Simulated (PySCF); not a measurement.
# Si(2+): excitation energy

Si(2+) [Ne] 3s2 (1S) → Si(2+) [Ne] 3s1 3p1 (3P), as a difference of total energies. Calculation: PySCF 2.14, in x2c-QZVPPall; the spin-free X2C one-electron Hamiltonian (Gaussian nucleus). Correlated levels: valence: [Ne] frozen; valence and next inner shell: 1s2 frozen. The calculations carry no spin-orbit coupling.

```tsv
method	excitation energy (cm⁻¹)
UHF	42948
LDA	53386
PBE	51843
PBE0	50590
r2SCAN	47304
MN15	52291
BP86	51932
HSE06	50686
M06-L	52499
MP2 (valence)	49637
SCS-MP2 (valence)	51534
MP2 (valence and next inner shell)	51472
SCS-MP2 (valence and next inner shell)	52965
```

A first-order spin-orbit estimate (lowest level to lowest level, LS coupling) adds -0.028 eV.

The basis was made for the ground configuration and has no added diffuse functions, so the excitation energy can come out too high.
